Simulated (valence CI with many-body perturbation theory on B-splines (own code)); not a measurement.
E1 line list for Te³⁷⁺

Calculated by valence CI with perturbative core correlation (CI+MBPT): five valence electrons over a frozen Dirac-Fock core [Ne], radial functions for each j: 9 s, 9 p, 8 d, 6 f, 3 g, 1 h, with the one-electron correlation potential Σ1, the two-electron term Σ2, the three-electron term Σ3, Breit, model QED; selected CI, second order for the rest (own B-spline code, finite nucleus).

No measured spectrum was set against this ion. As an estimate, large intervals hold to a few tenths of a per cent, small ones and those within an open d or f shell to about a per cent. Among the levels kept, up to 530 cm⁻¹ of a level comes from second order outside the variational space, and about a tenth of that is noise between levels of different J, which matters for small intervals.

Lines 101 to 150 of 220 in falling wavelength, among levels below 2706300 cm⁻¹, chosen from the strongest by gf and those to the six lowest levels. Wavelengths and rates use the calculated energies. Electric multipoles are in the length gauge, E1 and E2 with the static RPA response of the core. Weak lines are less certain than strong ones. Lines between different terms over intervals too small for the method are left out, as are lines whose strength nearly cancels. The highest levels of a list are the least certain.

Levels are named by their leading jj configuration (3d3/2^4 stands for four electrons in 3d with j = 3/2), which in mixed levels can hold well under half, so a name can repeat and another be missing. Letters in brackets count levels of one name in rising energy.

| λ vac (nm) | Upper | Lower | A (s⁻¹) | S (a.u.) with core polarisation | S without |
| --- | --- | --- | --- | --- | --- |
| 9.447 | (3s 3p1/2^2 3p3/2 3d5/2) J=7/2 | (3s^2 3p1/2 3p3/2 3d3/2) J=5/2 [a] | 3.82e+08 | 1.27e-03 | 1.30e-03 |
| 9.220 | (3s 3p1/2^2 3p3/2 3d3/2) J=3/2 [b] | (3s 3p1/2^2 3p3/2^2) J=3/2 | 3.36e+09 | 5.19e-03 | 5.30e-03 |
| 9.101 | (3s^2 3p1/2 3p3/2 3d3/2) J=5/2 [a] | (3s^2 3p1/2 3p3/2^2) J=5/2 | 5.09e+08 | 1.14e-03 | 1.16e-03 |
| 9.069 | (3s^2 3p1/2 3p3/2 3d3/2) J=3/2 [a] | (3s^2 3p1/2 3p3/2^2) J=5/2 | 9.04e+08 | 1.33e-03 | 1.36e-03 |
| 9.064 | (3s^2 3p1/2 3p3/2 3d5/2) J=3/2 [a] | (3s^2 3p1/2 3p3/2^2) J=1/2 | 1.19e+08 | 1.75e-04 | 1.79e-04 |
| 8.641 | (3s^2 3p1/2 3p3/2 3d3/2) J=7/2 | (3s^2 3p1/2 3p3/2^2) J=5/2 | 9.05e+07 | 2.30e-04 | 2.33e-04 |
| 8.616 | (3s^2 3p1/2^2 3d3/2) J=3/2 | (3s^2 3p1/2^2 3p3/2) J=3/2 | 6.93e+08 | 8.75e-04 | 8.88e-04 |
| 8.611 | (3s^2 3p1/2 3p3/2 3d3/2) J=5/2 [a] | (3s^2 3p1/2 3p3/2^2) J=3/2 | 8.97e+07 | 1.70e-04 | 1.72e-04 |
| 8.587 | (3s 3p1/2^2 3p3/2 3d5/2) J=5/2 | (3s 3p1/2^2 3p3/2^2) J=3/2 | 7.59e+08 | 1.42e-03 | 1.45e-03 |
| 8.582 | (3s^2 3p1/2 3p3/2 3d3/2) J=3/2 [a] | (3s^2 3p1/2 3p3/2^2) J=3/2 | 7.51e+06 | 9.37e-06 | 9.27e-06 |
| 8.537 | (3s^2 3p1/2 3p3/2 3d3/2) J=1/2 [a] | (3s^2 3p1/2 3p3/2^2) J=3/2 | 8.72e+07 | 5.35e-05 | 5.42e-05 |
| 8.498 | (3s 3p1/2^2 3p3/2 3d3/2) J=5/2 [a] | (3s 3p1/2^2 3p3/2^2) J=5/2 | 1.62e+09 | 2.94e-03 | 2.99e-03 |
| 8.472 | (3s^2 3p1/2 3p3/2 3d5/2) J=3/2 [a] | (3s^2 3p1/2 3p3/2^2) J=5/2 | 2.34e+08 | 2.81e-04 | 2.88e-04 |
| 8.432 | (3s 3p1/2^2 3p3/2 3d3/2) J=3/2 [a] | (3s 3p1/2^2 3p3/2^2) J=5/2 | 3.81e+09 | 4.50e-03 | 4.59e-03 |
| 8.405 | (3s 3p1/2^2 3p3/2 3d3/2) J=5/2 [b] | (3s 3p1/2^2 3p3/2^2) J=3/2 | 1.84e+09 | 3.23e-03 | 3.29e-03 |
| 8.297 | (3s 3p1/2^2 3p3/2 3d3/2) J=7/2 | (3s 3p1/2^2 3p3/2^2) J=5/2 | 1.01e+09 | 2.29e-03 | 2.32e-03 |
| 8.181 | (3s 3p1/2^2 3p3/2 3d3/2) J=1/2 [b] | (3s 3p1/2^2 3p3/2^2) J=1/2 | 2.43e+09 | 1.31e-03 | 1.34e-03 |
| 8.176 | (3s^2 3p1/2 3p3/2 3d5/2) J=7/2 [a] | (3s^2 3p1/2 3p3/2^2) J=5/2 | 1.82e+08 | 3.93e-04 | 4.00e-04 |
| 8.166 | (3s^2 3p3/2^2 3d5/2) J=1/2 | (3s^2 3p3/2^3) J=3/2 | 3.27e+08 | 1.76e-04 | 1.81e-04 |
| 8.089 | (3s^2 3p1/2 3p3/2 3d5/2) J=5/2 [a] | (3s^2 3p1/2 3p3/2^2) J=5/2 | 3.87e+07 | 6.07e-05 | 6.48e-05 |
| 8.079 | (3s 3p1/2^2 3p3/2^2) J=5/2 | (3s^2 3p1/2^2 3p3/2) J=3/2 | 1.67e+08 | 2.61e-04 | 2.72e-04 |
| 8.045 | (3s^2 3p1/2 3p3/2 3d5/2) J=3/2 [a] | (3s^2 3p1/2 3p3/2^2) J=3/2 | 1.49e+09 | 1.53e-03 | 1.57e-03 |
| 8.010 | (3s^2 3p3/2^2 3d3/2) J=5/2 | (3s^2 3p3/2^3) J=3/2 | 4.22e+09 | 6.42e-03 | 6.55e-03 |
| 7.975 | (3s 3p1/2^2 3p3/2 3d3/2) J=5/2 [a] | (3s^2 3p1/2^2 3d3/2) J=3/2 | 1.88e+08 | 2.82e-04 | 2.87e-04 |
| 7.974 | (3s^2 3p3/2^2 3d3/2) J=3/2 [a] | (3s^2 3p3/2^3) J=3/2 | 1.23e+08 | 1.23e-04 | 1.26e-04 |
| 7.973 | (3s^2 3p3/2^2 3d3/2) J=1/2 | (3s^2 3p3/2^3) J=3/2 | 3.13e+09 | 1.57e-03 | 1.61e-03 |
| 7.970 | (3s^2 3p1/2 3p3/2 3d3/2) J=1/2 [b] | (3s^2 3p1/2 3p3/2^2) J=1/2 | 1.54e+09 | 7.68e-04 | 7.88e-04 |
| 7.917 | (3s 3p1/2^2 3p3/2 3d3/2) J=3/2 [a] | (3s^2 3p1/2^2 3d3/2) J=3/2 | 1.09e+09 | 1.06e-03 | 1.09e-03 |
| 7.914 | (3s^2 3p1/2 3p3/2 3d3/2) J=3/2 [b] | (3s^2 3p1/2 3p3/2^2) J=1/2 | 2.82e+08 | 2.76e-04 | 2.80e-04 |
| 7.898 | (3s 3p1/2^2 3p3/2 3d3/2) J=1/2 [a] | (3s^2 3p1/2^2 3d3/2) J=3/2 | 4.19e+08 | 2.04e-04 | 2.08e-04 |
| 7.719 | (3s 3p1/2 3p3/2^3) J=3/2 [a] | (3s^2 3p1/2 3p3/2^2) J=1/2 | 1.38e+08 | 1.25e-04 | 1.26e-04 |
| 7.714 | (3s 3p1/2^2 3p3/2 3d3/2) J=3/2 [b] | (3s 3p1/2^2 3p3/2^2) J=5/2 | 3.88e+09 | 3.51e-03 | 3.58e-03 |
| 7.700 | (3s^2 3p1/2 3p3/2 3d5/2) J=5/2 [a] | (3s^2 3p1/2 3p3/2^2) J=3/2 | 8.15e+08 | 1.10e-03 | 1.12e-03 |
| 7.675 | (3s^2 3p1/2 3p3/2 3d3/2) J=5/2 [b] | (3s^2 3p1/2 3p3/2^2) J=5/2 | 4.08e+08 | 5.46e-04 | 5.57e-04 |
| 7.657 | (3s 3p1/2^2 3p3/2 3d5/2) J=7/2 | (3s^2 3p1/2^2 3d5/2) J=5/2 | 1.82e+10 | 3.23e-02 | 3.29e-02 |
| 7.482 | (3s^2 3p1/2 3p3/2 3d5/2) J=1/2 [a] | (3s^2 3p1/2 3p3/2^2) J=1/2 | 6.74e+09 | 2.79e-03 | 2.83e-03 |
| 7.459 | (3s^2 3p1/2 3p3/2 3d3/2) J=3/2 [b] | (3s^2 3p1/2 3p3/2^2) J=5/2 | 1.57e+09 | 1.29e-03 | 1.32e-03 |
| 7.348 | (3s^2 3p3/2^2 3d3/2) J=3/2 [b] | (3s^2 3p3/2^3) J=3/2 | 1.29e+10 | 1.01e-02 | 1.03e-02 |
| 7.324 | (3s^2 3p1/2 3p3/2 3d3/2) J=5/2 [b] | (3s^2 3p1/2 3p3/2^2) J=3/2 | 2.30e+10 | 2.68e-02 | 2.73e-02 |
| 7.286 | (3s 3p1/2 3p3/2^3) J=3/2 [a] | (3s^2 3p1/2 3p3/2^2) J=5/2 | 5.34e+09 | 4.08e-03 | 4.16e-03 |
| 7.280 | (3s 3p1/2^2 3p3/2 3d3/2) J=3/2 [b] | (3s^2 3p1/2^2 3d3/2) J=3/2 | 3.78e+10 | 2.88e-02 | 2.94e-02 |
| 7.265 | (3s 3p1/2^2 3p3/2 3d5/2) J=5/2 | (3s 3p1/2^2 3p3/2^2) J=5/2 | 4.04e+10 | 4.58e-02 | 4.67e-02 |
| 7.210 | (3s^2 3p1/2^2 3d5/2) J=5/2 | (3s^2 3p1/2^2 3p3/2) J=3/2 | 6.83e+10 | 7.58e-02 | 7.72e-02 |
| 7.182 | (3s^2 3p3/2^2 3d5/2) J=5/2 [a] | (3s^2 3p3/2^3) J=3/2 | 3.39e+07 | 3.72e-05 | 3.79e-05 |
| 7.175 | (3s^2 3p1/2 3p3/2 3d5/2) J=3/2 [b] | (3s^2 3p1/2 3p3/2^2) J=1/2 | 4.57e+10 | 3.33e-02 | 3.39e-02 |
| 7.172 | (3s^2 3p1/2 3p3/2 3d3/2) J=1/2 [b] | (3s^2 3p1/2 3p3/2^2) J=3/2 | 6.76e+09 | 2.46e-03 | 2.51e-03 |
| 7.135 | (3s 3p1/2^2 3p3/2 3d5/2) J=3/2 | (3s 3p1/2^2 3p3/2^2) J=5/2 | 2.22e+10 | 1.59e-02 | 1.62e-02 |
| 7.135 | (3s 3p1/2^2 3p3/2 3d3/2) J=5/2 [b] | (3s 3p1/2^2 3p3/2^2) J=5/2 | 1.84e+09 | 1.98e-03 | 2.01e-03 |
| 7.126 | (3s^2 3p1/2 3p3/2 3d3/2) J=3/2 [b] | (3s^2 3p1/2 3p3/2^2) J=3/2 | 2.84e+09 | 2.03e-03 | 2.07e-03 |
| 7.114 | (3s^2 3p1/2 3p3/2 3d5/2) J=7/2 [b] | (3s^2 3p1/2 3p3/2^2) J=5/2 | 9.17e+10 | 1.30e-01 | 1.33e-01 |
